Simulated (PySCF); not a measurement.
NMR data simulated for an unnamed compound:

1H NMR (400 MHz, computed): δ 5.97 (m, 1H), 5.14 (m, 1H), 5.11 (m, 1H), 5.04 (m, 1H), 2.41 (m, 1H), 2.01 (m, 2H), 1.75 (br s, 1H), 1.35 (m, 2H).

13C{1H} NMR (computed): δ 155.6 (CH), 116.5 (CH2), 34.0 (CH2), 33.7 (CH).

Fast rotation and ring inversion assumed for equivalent nuclei, one computed conformer, non-relativistic, isolated molecule. Geometry from GFN2-xTB; shieldings: GIAO PBE0/pcSseg-1; PySCF.

References, each an isolated molecule treated in the same way: 1H and 13C against TMS.

**Question.** Which of these does the molecule contain: a benzene ring, a vinyl group CH=CH2, an OH group, an N-methyl group, a ketone, a non-aromatic C=C double bond?

**Answer.** 
- A benzene ring: no.
- A vinyl group CH=CH2: yes (δC 116.5, 155.6; δH 5.14 (m), 5.04 (m), 5.97 (m)).
- An OH group: yes (δH 1.75 (br s)).
- An N-methyl group: no.
- A ketone: no.
- A non-aromatic C=C double bond: yes.

The data belong to `InChI=1S/C5H10OSi/c1-2-5-3-7(6)4-5/h2,5-7H,1,3-4H2/t5-,7+`; they needn't prove each group on their own.

Carbon signals by region: 2 in the sp2 and nitrile region (100–160 ppm), 2 below 50 ppm.

The OH or NH signal is concentration- and solvent-dependent in practice; the value given is the gas-phase one. Shifts are as computed. Against solution values, carbons near 30 ppm lie about +3 ppm off and those near 130 ppm about +5 ppm. Of 1211 compounds with measured shifts, 218 miss one by over three times the rms of a fit or turn the order of signals round; such compounds aren't used in these exercises. Multiplicities follow the n + 1 count of equivalent neighbours, as no J values were calculated; m marks all less simple cases, F and P coupling included.
